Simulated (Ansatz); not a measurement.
Born–Oppenheimer molecular dynamics of a periodic cell of 36 atoms, CSO (packed as 12 OCS, density as packed 1.09 g/cm³ with natural masses). It goes on from the last frame of an earlier run, with new velocities.

These are results of Ansatz 0.2.0, DFT r2SCAN-D3(BJ), scalar-relativistic, plane waves, PAW, not measurements. Settings: cutoff 500 eV, k mesh 1x1x1, fermi-dirac smearing 0.02 eV, no spin polarisation.

```yaml
ensemble: NVE (velocity Verlet)
time_step: 1 fs
steps_asked: 110
starting_velocities_drawn_for: 300 K
seed: 801184
```

First frame:

```xyz
36
Lattice="10.3090 0.0000 0.0000 0.0000 10.3090 0.0000 0.0000 0.0000 10.3090" Properties=species:S:1:pos:R:3
O 4.354 1.234 7.487
C 4.022 1.329 8.570
S 3.674 1.537 10.089
O 9.800 0.092 10.838
C 10.082 0.535 9.813
S 10.589 1.242 8.523
O 9.845 4.827 4.023
C 9.717 3.836 4.595
S 9.548 2.407 5.196
O 0.662 2.951 1.719
C 1.346 2.248 2.344
S 2.204 1.229 3.097
O 7.170 9.286 5.168
C 7.210 8.781 6.212
S 7.200 8.247 7.672
O 4.777 7.140 1.295
C 5.590 7.987 1.370
S 6.640 9.190 1.424
O 3.215 3.900 5.880
C 2.460 4.333 6.641
S 1.472 4.916 7.653
O 7.055 4.617 7.037
C 6.291 4.855 7.876
S 5.263 5.249 9.012
O 2.590 5.043 2.699
C 2.096 5.957 2.145
S 1.255 7.030 1.437
O 7.479 2.156 -0.201
C 7.042 2.557 0.788
S 6.562 3.028 2.183
O 2.972 8.225 4.551
C 1.851 8.314 4.809
S 0.322 8.287 5.008
O 0.540 8.042 8.559
C 1.712 8.140 8.415
S 3.252 8.278 8.275
```

Question: What does the run give?

Answer: The run went to its last step.

```yaml
steps_done: 110
time_covered: 110 fs
mean_temperature_over_the_second_half: 246 K
spread_of_the_potential_energy_over_the_second_half: 2.7 meV per atom
mean_potential_energy_of_the_second_half_above_the_start: 6.9 meV per atom
```

The conserved energy stayed within 0.18 meV per atom of its start (net change 0.041 meV per atom), so the integration is sound. A run of 0.11 ps of so small a system gives no equilibrium averages. Limits of this set-up: coarse k mesh.

Question: What happens to the structure?

Answer: Mean squared displacements from the first frame to the last, about the centre of mass: O 0.26 Å², C 0.14 Å², S 0.17 Å². This is one draw of velocities; another would differ in detail.

Question: How do temperature and energy run in time?

Answer: 
```tsv
time (fs)	T (K)	potential energy less start (eV)	conserved less start (meV/atom)
0	300	0.000	0.00
9	263	0.170	0.06
18	253	0.215	0.10
27	267	0.155	0.14
36	253	0.220	0.16
45	233	0.309	0.11
54	268	0.147	0.03
63	288	0.056	-0.01
72	248	0.235	0.04
81	232	0.310	0.06
90	247	0.246	0.12
99	232	0.314	0.17
108	207	0.423	0.12
```

Time of the run: 23 min on 4 threads of Intel(R) Xeon(R) Platinum 8488C (Sapphire Rapids), with other jobs on the host, peak memory 3 GiB.
